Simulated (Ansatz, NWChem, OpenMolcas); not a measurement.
**A ladder of methods for CBr2Cl2 (dibromodichloromethane)**

The species is CBr2Cl2 (5 atoms), meant as a singlet with charge 0. SMILES: `ClC(Cl)(Br)Br`. The shape is that of a PBE0-D4/def2-TZVP optimisation.

```jsonl
{"atom": "Cl", "x (Å)": "0.5759", "y (Å)": "-0.9319", "z (Å)": "1.4117"}
{"atom": "C", "x (Å)": "-0.0096", "y (Å)": "-0.0148", "z (Å)": "0.0343"}
{"atom": "Cl", "x (Å)": "-1.4369", "y (Å)": "0.9001", "z (Å)": "0.4889"}
{"atom": "Br", "x (Å)": "-0.4549", "y (Å)": "-1.2316", "z (Å)": "-1.4100"}
{"atom": "Br", "x (Å)": "1.3754", "y (Å)": "1.2045", "z (Å)": "-0.5662"}
```

Each level gives the atomisation enthalpy at 298 K (kJ/mol). The values are calculated. The thermal term (zero-point and 298 K enthalpy, harmonic and unscaled) is that of PBE0-D4/def2-TZVP; the spin-orbit lowering of the free atoms at 298 K, 36.3 kJ/mol by their spectra, is taken off.

Measured value to compare with: Active Thermochemical Tables gives the atomisation enthalpy at 298 K of the gas as 1180 kJ/mol.

| level | kind | program | value (kJ/mol) | computed − measured | CPU time (all runs) |
| --- | --- | --- | --- | --- | --- |
| HF/6-31G* (spherical functions) | Hartree–Fock | NWChem | 571 | -609 | 97 s |
| SVWN5/6-31G* (spherical functions) | LDA | OpenMolcas | 1493 | +313 | 63 s |
| PBE/6-31G* (spherical functions) | GGA | OpenMolcas | 1223 | +43 | 72 s |
| TPSS/6-31G* (spherical functions) | meta-GGA | NWChem | 1136 | -44 | 50 s |
| r2SCAN0/6-31G* (spherical functions) | hybrid meta-GGA | Ansatz | 1103 | -77 | 40 s |
| wB97M-V/6-31G* (spherical functions) | range-separated hybrid | Ansatz | 1140 | -40 | 2.6 min |
| RPA@PBE/6-31G* (spherical functions) | RPA | Ansatz | 841 | -339 | 33 s |
| MP2/6-31G* (spherical functions) | perturbation theory | NWChem | 1076 | -104 | 2.4 min |
| CCSD/6-31G* (spherical functions) | coupled cluster or CI | Ansatz | 965 | -215 | 54 s |

Nearest: wB97M-V/6-31G* (spherical functions) (-40 kJ/mol); farthest: HF/6-31G* (spherical functions) (-609 kJ/mol). Computed less measured by kind, in kJ/mol (6-31G* rows): Hartree–Fock -609; LDA +313; GGA +43; meta-GGA -44; global hybrid -77; range-separated hybrid -40; RPA -339; perturbation theory -104; coupled cluster or CI -215. Wave-function methods converge slowly with the basis and bind too weakly in sets of this size; that is part of their error here. All-electron rows without a relativistic Hamiltonian named are non-relativistic. In the correlated wave-function rows the outer d shell of Br is correlated, in sets not made for it. Times are those of the runs behind each value, whatever else they computed, on shared processors of several kinds: orders of magnitude only.
